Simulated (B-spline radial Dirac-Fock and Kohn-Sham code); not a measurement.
# Magnetic form factor of the 4f shell of Yb¹⁹⁺

System: the Yb¹⁹⁺ ion in the configuration [Kr] 4d10 4f5.

These are calculated numbers from a radial finite-basis atomic code; the model is relativistic Hartree-Fock (Dirac-Fock) wave functions, averaged over the configuration. ⟨j_K⟩ is the integral of the 4f radial density with the spherical Bessel function j_K(4πsr), s = sin θ/λ.

Hund's rules give S = 5/2, L = 5, J = 5/2 for 4f5, so g = 0.286, and the dipole approximation is F = ⟨j0⟩ + C₂⟨j2⟩ with C₂ = (2 − g)/g = 6.000.

| s (Å⁻¹) | ⟨j0⟩ | ⟨j2⟩ | ⟨j4⟩ | ⟨j6⟩ | F (dipole) |
| --- | --- | --- | --- | --- | --- |
| 0 | 1.0000 | 0.0000 | 0.0000 | 0.0000 | 1.0000 |
| 0.05 | 0.9940 | 0.0024 | 0.0000 | 0.0000 | 1.0084 |
| 0.1 | 0.9761 | 0.0095 | 0.0000 | 0.0000 | 1.0332 |
| 0.15 | 0.9470 | 0.0210 | 0.0002 | 0.0000 | 1.0727 |
| 0.2 | 0.9078 | 0.0361 | 0.0006 | 0.0000 | 1.1244 |
| 0.25 | 0.8597 | 0.0543 | 0.0013 | 0.0000 | 1.1853 |
| 0.3 | 0.8045 | 0.0745 | 0.0027 | 0.0001 | 1.2515 |
| 0.35 | 0.7439 | 0.0959 | 0.0047 | 0.0002 | 1.3192 |
| 0.4 | 0.6796 | 0.1175 | 0.0075 | 0.0003 | 1.3847 |
| 0.45 | 0.6134 | 0.1385 | 0.0112 | 0.0006 | 1.4445 |
| 0.5 | 0.5469 | 0.1581 | 0.0158 | 0.0010 | 1.4957 |
| 0.6 | 0.4187 | 0.1908 | 0.0275 | 0.0026 | 1.5634 |
| 0.7 | 0.3036 | 0.2123 | 0.0419 | 0.0053 | 1.5774 |
| 0.8 | 0.2067 | 0.2219 | 0.0575 | 0.0094 | 1.5380 |
| 0.9 | 0.1296 | 0.2205 | 0.0728 | 0.0149 | 1.4529 |
| 1 | 0.0713 | 0.2105 | 0.0864 | 0.0215 | 1.3343 |
| 1.1 | 0.0295 | 0.1943 | 0.0974 | 0.0289 | 1.1952 |
| 1.2 | 0.0011 | 0.1744 | 0.1053 | 0.0365 | 1.0477 |
| 1.4 | -0.0271 | 0.1316 | 0.1113 | 0.0507 | 0.7626 |
| 1.6 | -0.0331 | 0.0927 | 0.1068 | 0.0613 | 0.5234 |

Radial moments of the shell: ⟨r²⟩ = 0.3287, ⟨r⁴⟩ = 0.1853, ⟨r⁶⟩ = 0.1609 in powers of bohr.
